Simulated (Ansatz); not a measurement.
One geometry of the cluster Al₂Te₄⁻, several levels of theory.

```yaml
crystal:
  periodic: [false, false, false]
  atoms:
    - {symbol: Al, position_ang: [1.519864, 1.348824, -0.828627]}
    - {symbol: Al, position_ang: [-0.347281, -0.646203, 0.654994]}
    - {symbol: Te, position_ang: [2.114051, 0.058380, 1.344389]}
    - {symbol: Te, position_ang: [-0.146919, -0.357395, -2.196105]}
    - {symbol: Te, position_ang: [-1.948388, -2.172881, 1.673319]}
    - {symbol: Te, position_ang: [-1.191337, 1.769276, -0.647981]}
basis:
  gaussian: {orbitals: def2-SVP, initial_orbitals: start.molden}
total_charge: -1
magnetization: {spin_polarized: true, initial_magnetization: 1}
hamiltonian: {xc: pbe0, dispersion: d4}
scf: {omitted_lower_state_checks: [starts]}
output: {orbitals: {seedname: orbitals}}
```

The file start.molden holds the orbitals of an earlier run on this structure, at another level or in another basis.

```sh
$ ansatz run in.yaml --threads 4 --pin off --events-out ev --progress --plain --max-ram 4787MiB
```

Shortened log:

```
Functional definition: PBE0
1648 factors; integrals over basis functions are off by at most 3.8e-4 eV
mean field evaluation 1: about -42365.3614 eV, gradient 4.8e0 eV
mean field evaluation 2: about -42365.4817 eV, gradient 1.8e-1 eV
mean field evaluation 4: about -42365.6034 eV, gradient 2.9e-3 eV
mean field -42365.60335818 eV, -1556.9072069758 hartree, gradient 3.4e-5 eV, S^2 0.754450; 0 other end points of the search recorded, 0 dependent functions left out
reference -42365.60338593 eV, -1556.9072079955 hartree; 62, 61 occupied and 78, 79 virtual orbitals, 1648 factors
Total energy: -42366.07638656 eV, -1556.9245904482 hartree
Checks for a lower state left out: starts
```

It took 23 s on 4 threads of Intel Xeon on a shared host, peak host memory 0.78 GiB.

As the first input, with `gaussian: {orbitals: def2-SVPD, initial_orbitals: start.molden}`, `hamiltonian: {xc: pbe}`, `correlation: {method: rpa}` and without the key `output` (abridged; 48 s):

```
Functional definition: PBE
mean field -42362.69245329 eV, -1556.8002331941 hartree, gradient 5.5e-7 eV, S^2 0.753507
26 core orbitals not correlated: weight in the atoms' cores, before any rotation towards them, 1.000 or more for the frozen orbitals, at most 0.000 for the correlated occupied ones
Total energy: -42255.26619275 eV, -1552.8523909354 hartree
Checks for a lower state left out: starts
```

As the first input, with `hamiltonian: {xc: hse06, dispersion: d4}` (abridged; 20 s):

```
Functional definition: HSE06
mean field -42365.14559058 eV, -1556.8903843268 hartree, gradient 1.9e-5 eV, S^2 0.754333
Total energy: -42365.61107691 eV, -1556.9074906338 hartree
Checks for a lower state left out: starts
```

The first input with `hamiltonian: {xc: lda}` (abridged; 13 s):

```
Functional definition: SPW92
mean field -42271.81756618 eV, -1553.4606426900 hartree, gradient 9.2e-6 eV, S^2 0.751893
Total energy: -42271.81760060 eV, -1553.4606439550 hartree
Checks for a lower state left out: starts
```

The first input with `hamiltonian: {xc: r2scan, dispersion: d4}` (abridged; 26 s):

```
Functional definition: r2SCAN
mean field -42380.63361596 eV, -1557.4595587613 hartree, gradient 2.0e-5 eV, S^2 0.755633
Total energy: -42380.74065525 eV, -1557.4634923826 hartree
Checks for a lower state left out: starts
```

First input, but with `gaussian: {orbitals: STO-3G}`, `hamiltonian: {xc: hf}` (abridged; 19 s):

```
Functional definition: HF
mean field -725640.02702593 eV, -26666.7791367268 hartree, gradient 2.3e-5 eV, S^2 0.765942
Total energy: -725640.02702593 eV, -26666.7791367268 hartree
Checks for a lower state left out: starts
```

The first input with `gaussian: {orbitals: def2-SVPD, initial_orbitals: start.molden}`, `correlation: {method: mp2}` and without the key `hamiltonian` (abridged; 53 s):

```
Functional definition: HF
mean field -42230.81491827 eV, -1551.9538231720 hartree, gradient 7.5e-6 eV, S^2 0.760948
26 core orbitals not correlated: weight in the atoms' cores, before any rotation towards them, 1.000 or more for the frozen orbitals, at most 0.000 for the correlated occupied ones
second order -16.59229112 eV of doubles, -0.00000000 eV of singles
Total energy: -42247.40720939 eV, -1552.5635786239 hartree
Checks for a lower state left out: starts
```

Geometry: PBE-D4/def2-SVPD.

In the def2 sets Te takes a core potential, while STO-3G treats all electrons; there is no spin–orbit coupling. HSE06 is defined as in plane-wave codes, on full-range PBE exchange. Correlated methods freeze 26 core orbitals; core or outer-core shells of Te are correlated, in sets that lack core-valence functions. At LDA (SPW92)/def2-SVP the gap within one spin of the charge -1 doublet nearly closes, so an electron or hole may be smeared out by delocalisation error. At HF/STO-3G the highest occupied level of the charge -1 doublet lies above zero (up to 0.40 eV). In Hartree–Fock with STO-3G the lack of diffuse functions raises the level. Another isomer (doublet) lies 1.08 eV lower at PBE0-D4/def2-SVP; other spin states weren't run for this one.
